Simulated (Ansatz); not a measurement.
Species: sum formula H$_{8}$Si$_{2}$N$_{2}$O, net charge 0, singlet state. 
Coordinates optimised at B3LYP-D3(BJ)/def2-TZVP (Ansatz, a quantum-chemistry and plane-wave program):
```
O
Si 1 1.6397
Si 1 1.6397 2 148.21
N 2 1.7106 1 116.02 3 84.13
H 4 1.0071 2 121.80 1 -79.94
H 4 1.0073 5 111.55 2 -155.75
N 3 1.7106 1 116.02 2 -84.50
H 7 1.0071 3 121.79 1 79.83
H 7 1.0073 8 111.55 3 155.68
H 2 1.4756 1 106.16 3 -156.67
H 3 1.4756 1 106.17 2 156.30
H 2 1.4800 10 112.75 1 -118.22
H 3 1.4800 11 112.75 1 118.22
```

Total electronic energies in hartree. Correlated levels leave the core frozen unless marked. No spin-orbit coupling. Non-relativistic. Basis-set limits of correlation are two-point, X^-3; Hartree-Fock from the larger set. [CCSD(T)-MP2]/basis is that difference in the basis named.

```csv
level,program,energy (Eh)
HF/6-31G,Ansatz,-766.21076
HF/6-31G*,Ansatz,-766.39450
HF/aug-cc-pV(Q+d)Z,Ansatz,-766.59455
RI-HF/aug-cc-pV(Q+d)Z,Ansatz,-766.59440
SVWN5/def2-TZVPD,Ansatz,-764.99874
revPBE-D3(BJ)/def2-TZVPD,Ansatz + dftd3,-768.61427
PBE0/STO-3G,Ansatz,-758.92373
PBE0/6-31G*,Ansatz,-768.15810
PBE0-D3(BJ)/def2-TZVP,Ansatz + dftd3,-768.33342
wB97M-V/def2-TZVPD,Ansatz,-768.67254
wB97X/def2-TZVPD,Ansatz,-768.73188
B2GP-PLYP-D4/def2-TZVPD,Ansatz + dftd4,-768.29654
MP2/aug-cc-pV(T+d)Z,Ansatz,-767.50759
RI-MP2/aug-cc-pV(Q+d)Z,Ansatz,-767.58531
"RI-MP2/CBS(aug-cc-pV(T+d)Z,aug-cc-pV(Q+d)Z)",Ansatz,-767.6281
"RI-MP2/CBS(cc-pV(T+d)Z,cc-pV(Q+d)Z)",Ansatz,-767.6249
SCS-MP2/6-31G,Ansatz,-766.65606
CCSD/STO-3G,Ansatz,-757.50474
CCSD/6-31G,Ansatz,-766.69339
CCSD(T)/aug-cc-pV(D+d)Z,Ansatz,-767.33324
CCSD(T)/aug-cc-pV(T+d)Z,Ansatz,-767.58709
"RI-MP2/CBS(cc-pV(T+d)Z,cc-pV(Q+d)Z)+[CCSD(T)-MP2]/cc-pV(Q+d)Z",Ansatz,-767.6988
"CCSD(T)/CBS(cc-pV(T+d)Z,cc-pV(Q+d)Z)",Ansatz,-767.6955
```

Totals of different functionals don't rank their quality; only differences between species are comparable.
